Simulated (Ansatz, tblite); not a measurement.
Isomers of Hg₃Se₄ (singlet), found by a short tight-binding search and relaxed with PBE-D4/def2-SVP in Ansatz.

In the def2 sets Hg takes a core potential; there is no spin–orbit coupling. The xTB rows come from tblite. Correlated methods freeze 36 core orbitals; core or outer-core shells of Hg, Se are correlated, in sets that lack core-valence functions.

Other spin states weren't relaxed.

A:

```csv
atom,x (Å),y (Å),z (Å)
Hg1,-1.296,1.823,-0.057
Hg2,-1.102,-1.299,1.081
Hg3,1.622,0.568,-1.056
Se4,-3.070,0.240,0.761
Se5,1.197,-2.331,1.194
Se6,1.842,-1.945,-1.062
Se7,0.807,2.944,-0.861
```

B:

```xyz
7

Hg   -1.133   -0.650    0.913
Hg    1.824    0.155   -0.493
Hg   -2.249    1.538   -1.311
Se    1.606   -2.367   -0.789
Se   -0.761   -2.286   -1.035
Se   -0.135    1.272    2.300
Se    0.850    2.339    0.414
```

Q: Estimate which lies lowest at each level, and how far above it the others are (eV).

A: 
```
              level     A     B
           GFN1-xTB  0.11  0.00
           GFN2-xTB  0.95  0.00
       HF/def2-TZVP  0.00  1.42
   PBE-D4/def2-TZVP  0.00  0.82
  BLYP-D4/def2-TZVP  0.00  0.53
r2SCAN-D4/def2-TZVP  0.00  1.07
  PBE0-D4/def2-TZVP  0.00  1.07
      MP2/def2-TZVP  0.00  0.99
```
Point groups (tolerance 0.1 Å): A C2, B not assigned. Lower isomers may exist.
